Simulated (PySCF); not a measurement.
Members of one series of related molecules.

All values: PBE0/pcSseg-1 (PySCF) at GFN2-xTB geometries, gas phase, one conformer each.

Question: Rank by HOMO energy, highest first.
A. `N[SiH2]C(=C)N(CC)C`
B. `C#CCN(C)C(=C)[SiH2]N`
C. `C(N(CC(F)F)C)(=C)[SiH2]N`

Answer: A (-5.53 eV), B (-5.71 eV), C (-6.02 eV).

All values together:

```tsv
SMILES	change	formula	μ (D)	HOMO (eV)	LUMO (eV)	lowest IAO charge (e)	highest IAO charge (e)	lowest Hirshfeld charge (e)	highest Hirshfeld charge (e)
C=C([SiH2]N)N(C)C	parent	C4H12N2Si	1.34	-5.70	0.36	-0.847 (N)	+0.881 (Si)	-0.311 (N)	+0.361 (Si)
C=C([SiH2]N)N(C)CCN	H on C replaced by CH2NH2	C5H15N3Si	2.94	-5.69	0.48	-0.873 (N)	+0.884 (Si)	-0.330 (N)	+0.354 (Si)
C=C([SiH2]N)N(C)CC#CC	H on C replaced by propynyl	C7H14N2Si	2.94	-5.61	0.49	-0.835 (N)	+0.872 (Si)	-0.323 (N)	+0.356 (Si)
C=C([SiH2]N)N(C)CCC	H on C replaced by C2H5	C6H16N2Si	1.16	-5.49	0.31	-0.847 (N)	+0.880 (Si)	-0.310 (N)	+0.362 (Si)
C=C([SiH2]N)N(C)CC(F)F	H on C replaced by CHF2	C5H12F2N2Si	1.64	-6.02	-0.03	-0.849 (N)	+0.878 (Si)	-0.310 (N)	+0.366 (Si)
C=C([SiH2]N)N(C)CC	H on C replaced by CH3	C5H14N2Si	1.40	-5.53	0.41	-0.844 (N)	+0.879 (Si)	-0.304 (N)	+0.362 (Si)
C=C([SiH2]N)N(C)CC[SiH3]	H on C replaced by CH2SiH3	C5H16N2Si2	0.69	-5.62	0.47	-0.828 (N)	+0.876 (Si)	-0.311 (N)	+0.357 (Si)
C#CCN(C)C(=C)[SiH2]N	H on C replaced by ethynyl	C6H12N2Si	0.73	-5.71	0.27	-0.835 (N)	+0.873 (Si)	-0.310 (N)	+0.353 (Si)
```

Conformers: `[CH2:1]=[C:2]([SiH2:3][NH2:4])[N:5]([CH3:6])[CH3:7]` with C1–C2–Si3–N4 -136°, C2–Si3–N4–H 176° and 41°; `[CH2:1]=[C:2]([SiH2:3][NH2:4])[N:5]([CH3:6])[CH2:7][CH2:8][NH2:9]` with C1–C2–Si3–N4 119°, C2–Si3–N4–H -13° and -158°, C1–C2–N5–C6 3°, C2–N5–C7–C8 82°, N5–C7–C8–N9 -63°; `[CH2:1]=[C:2]([SiH2:3][NH2:4])[N:5]([CH3:6])[CH2:7][C:8]#[C:9][CH3:10]` with C1–C2–Si3–N4 -132°, C2–Si3–N4–H 71° and -62°, C1–C2–N5–C6 6°, C2–N5–C7–C8 -116°; `[CH2:1]=[C:2]([SiH2:3][NH2:4])[N:5]([CH3:6])[CH2:7][CH2:8][CH3:9]` with C1–C2–Si3–N4 -123°, C2–Si3–N4–H 178° and 44°, C1–C2–N5–C6 -159°, C2–N5–C7–C8 -78°, N5–C7–C8–C9 177°; `[CH2:1]=[C:2]([SiH2:3][NH2:4])[N:5]([CH3:6])[CH2:7][CH:8]([F:9])[F:10]` with C1–C2–Si3–N4 -103°, C2–Si3–N4–H 55° and -172°, C1–C2–N5–C6 1°, C2–N5–C7–C8 -74°, N5–C7–C8–F9 -76°; `[CH2:1]=[C:2]([SiH2:3][NH2:4])[N:5]([CH3:6])[CH2:7][CH3:8]` with C1–C2–Si3–N4 131°, C2–Si3–N4–H -48° and 178°, C1–C2–N5–C6 0°, C2–N5–C7–C8 123°; `[CH2:1]=[C:2]([SiH2:3][NH2:4])[N:5]([CH3:6])[CH2:7][CH2:8][SiH3:9]` with C1–C2–Si3–N4 -1°, C2–Si3–N4–H -67° and 68°, C1–C2–N5–C6 -163°, C2–N5–C7–C8 -75°, N5–C7–C8–Si9 175°; `[CH:1]#[C:2][CH2:3][N:4]([CH3:5])[C:6](=[CH2:7])[SiH2:8][NH2:9]` with C2–C3–N4–C5 78°, C3–N4–C6–C7 -154°, N4–C6–Si8–N9 162°, C6–Si8–N9–H 171° and -52°.

Give the shifts from the parent, `C=C([SiH2]N)N(C)C`.

| SMILES | change in μ (D) | change in HOMO (eV) | change in LUMO (eV) |
| --- | --- | --- | --- |
| C=C([SiH2]N)N(C)CCN | +1.60 | +0.01 | +0.12 |
| C=C([SiH2]N)N(C)CC#CC | +1.60 | +0.09 | +0.13 |
| C=C([SiH2]N)N(C)CCC | -0.18 | +0.21 | -0.05 |
| C=C([SiH2]N)N(C)CC(F)F | +0.30 | -0.32 | -0.39 |
| C=C([SiH2]N)N(C)CC | +0.06 | +0.17 | +0.05 |
| C=C([SiH2]N)N(C)CC[SiH3] | -0.65 | +0.08 | +0.11 |
| C#CCN(C)C(=C)[SiH2]N | -0.61 | -0.01 | -0.09 |
